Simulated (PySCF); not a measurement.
Structure from 2D NMR

Compound of formula C4H14Si4. Correlations simulated from computed shifts and the bond graph:

HSQC (one-bond C–H):
```csv
δH,δC
0.83,6.5
0.63,-7.2
0.28,6.5
-0.09,-8.1
```

COSY cross peaks (H two or three bonds apart, from the bond graph; peaks can be absent where the dihedral angle is near 90°):
```csv
δH,δH
4.87,3.83
4.87,3.81
4.87,-0.09
4.63,3.83
4.63,3.81
4.63,0.63
3.83,3.81
0.83,0.28
0.83,-0.09
0.28,-0.09
```

HMBC (two and three bonds, from the bond graph):
```csv
δH,δC
4.87,"6.5, -8.1"
4.63,-7.2
3.83,"-7.2, -8.1"
3.81,"-7.2, -8.1"
0.83,"6.5, -8.1"
0.28,"6.5, -8.1"
-0.09,6.5
```

- shielding tensors at PBE0/pcSseg-1 (GIAO)
- PBE0-D3(BJ)/def2-SVP structure
- code: PySCF
- no solvent model, no relativistic terms, rapidly exchanging positions averaged, one conformer

Shifts are taken against calculated references (same method and geometry level): ¹H and ¹³C against TMS.

Exchangeable hydrogens are left out of these lists.

Work out the connectivity.

Answers

`C[Si@H]1[SiH2][Si@@H](C2CC2)[SiH2]1`.

Structure with atom numbers: `[CH3:1][Si@H:2]1[SiH2:3][Si@@H:4]([CH:5]2[CH2:6][CH2:7]2)[SiH2:8]1` (H(Xn): hydrogen on atom n). Ha(Si3), Ha(Si8) are cis to C1 on the ring; Ha(C6), Ha(C7) are cis to Si4 on the ring; Hb(Si3), Hb(Si8) are trans to C1 on the ring; Hb(C6), Hb(C7) are trans to Si4 on the ring.

1. δC 6.5 is C6/C7, a three-membered-ring carbon (δH 0.28, 0.83).
2. δC -7.2 is C1, a methyl carbon bonded to Si (δH 0.63).
3. δC -8.1 is C5, a three-membered-ring carbon (δH -0.09).
4. COSY links 4.87–3.83, 4.87–3.81, 4.87–-0.09, 4.63–3.83, 4.63–3.81, 4.63–0.63.

The data come from this structure; uniqueness wasn't tested.

Shifts are as computed. Against solution values, carbons near 30 ppm lie about +2 ppm off and those near 130 ppm about +5 ppm. Of 1309 compounds with measured shifts, 239 miss one by over three times the rms of a fit or turn the order of signals round; such compounds aren't used in these exercises.
